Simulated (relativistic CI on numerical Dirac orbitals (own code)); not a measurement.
# Pt⁶⁶⁺: sensitivity of the levels to the model

Base calculation: Dirac-Coulomb-Breit CI, orbitals from a KLI potential per configuration, model QED, unscaled Slater integrals.

Configurations in the expansion (outside the closed core [Ne]): 3s², 3s3p, 3p², 3s3d, 3d², 3p3d, 3p4s, 3d4s, 3s4s, 3s4p, 3s4d, 3s4f, 3s5s, 3s5p, 3s5d, 4s². Levels of other configurations are missing.

Variants: (1) valence Slater integrals scaled by 0.9; (2) QED terms removed; (3) Breit term removed. Shifts of the energy above 3s² ¹S0, in eV, for the lowest level and the first level of each name with at least 55 % of one term (blank where a level changes its place among those of its configuration and J or its character, or is not in the variant):

```
    Level     Base   Δ(1)    Δ(2)    Δ(3)
  3s² ¹S0     0.00   0.00    0.00    0.00
3s3p ³P°0   151.90  +0.82   +5.68   -5.17
3s3p ³P°1   169.15  -0.76   +5.69   -4.70
  3p² ³P0   362.90  -1.43  +11.40  -10.42
3s3p ³P°2   626.38  +0.89   +5.27   +0.39
3s3p ¹P°1   666.70  -3.04   +5.31   +0.11
  3p² ³P1   821.84  +0.21  +11.04   -5.13
 3s3d ³D1   855.30  -0.19   +6.42   +1.69
 3s3d ³D2   870.69  -1.85   +7.19   +1.35
 3s3d ³D3   961.52  -0.17   +6.15   +4.98
 3s3d ¹D2   980.21  -2.37   +6.35   +4.27
3p3d ³F°2  1018.82  +1.27  +12.20   -3.00
  3p² ³P2  1303.93  -0.62  +10.61   +0.37
  3p² ¹S0  1324.83  -2.40  +10.63   -0.35
```

At this charge energies of transitions that change n are usually good to better than 1 %, and those within a shell (Δn = 0) to a few per cent.

Ionisation energy from the two ground configurations alone: base 7957.44 eV; QED terms removed 7963.74 eV; Breit term removed 7965.08 eV. The NIST ASD value (theoretical) is 7960 eV.

LS names give the leading component of a level, which can be under half, so a name can repeat, a term be missing and a line seem to break the LS rules.
